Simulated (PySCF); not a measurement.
Several structures and their simulated spectra, in scrambled order.

A. `C1C(C(=O)O)C1`
B. SMILES FC([C@H](C#C)N=C)F
C. SMILES F/C=C/O[SiH2]CC(C)=O

Spectrum 1. ¹H NMR (300 MHz, computed): δ 7.84 (d, 1H), 7.50 (d, 1H), 6.23 (m, 1H), 3.98 (m, 1H), 1.94 (d, 1H). ¹³C{¹H} NMR (computed): δ 162.6 (CH2), 122.4 (CH), 83.2 (CH), 82.6 (C), 70.4 (CH).

Spectrum 2. ¹H NMR (300 MHz, computed): δ 7.15 (m, 1H), 7.09 (m, 1H), 4.97 (t, 2H), 2.72 (t, 2H), 2.17 (s, 3H). ¹³C{¹H} NMR (computed): δ 208.1 (C), 147.7 (CH), 141.6 (CH), 38.0 (CH2), 33.9 (CH3).

Spectrum 3. ¹H NMR (300 MHz, computed): δ 6.08 (br s, 1H), 1.65 (m, 1H), 1.02 (m, 2H), 0.90 (m, 2H). ¹³C{¹H} NMR (computed): δ 180.6 (C), 13.6 (CH), 11.8 (CH2).

Computational details: spin–spin couplings from B3LYP/pcJ-1 (spin–dipole term left out of most H,H and C,H couplings), shieldings: GIAO PBE0/pcSseg-1, structure optimised with GFN2-xTB, in PySCF (single conformer, no solvent, no relativistic terms, equivalent nuclei averaged).

References, each an isolated molecule treated in the same way: ¹H (σref 31.72), ¹³C (σref 186.93) against TMS. Multiplet labels drop J under 1 Hz and among equivalent protons, and merge close values. Unscaled 3J(H,H) run several per cent high. Splittings of carbon signals by F and P are missing where no couplings were computed. Where no couplings were computed, multiplicities follow the n + 1 count of equivalent neighbours, and m marks all less simple cases (inequivalent or close neighbours, rings, F or P nearby). Acid and N–H amide carbonyl carbons lie up to 10 ppm further downfield in solution (hydrogen bonding). Shifts are as computed. Against solution values, carbons near 30 ppm lie about +3 ppm off and those near 130 ppm about +5 ppm. Of 1211 compounds with measured shifts, 218 miss one by over three times the rms of a fit or turn the order of signals round; such compounds aren't used in these exercises. OH and NH positions are gas-phase values without hydrogen bonding to other molecules.

Question: Match each spectrum to its structure.

Answer: 1–B, 2–C, 3–A.

- Spectrum 1 (B): 5 ¹³C signals; δC 122.4 is an sp3 CH bonded to 2 F; δC 83.2 is a terminal alkyne carbon.
- Spectrum 2 (C): 5 ¹³C signals; δC 208.1 is a ketone carbonyl carbon; δC 141.6 is an alkene carbon bearing oxygen.
- Spectrum 3 (A): 3 ¹³C signals; δC 180.6 is a carboxylic acid carbon; δC 13.6 is a three-membered-ring carbon.
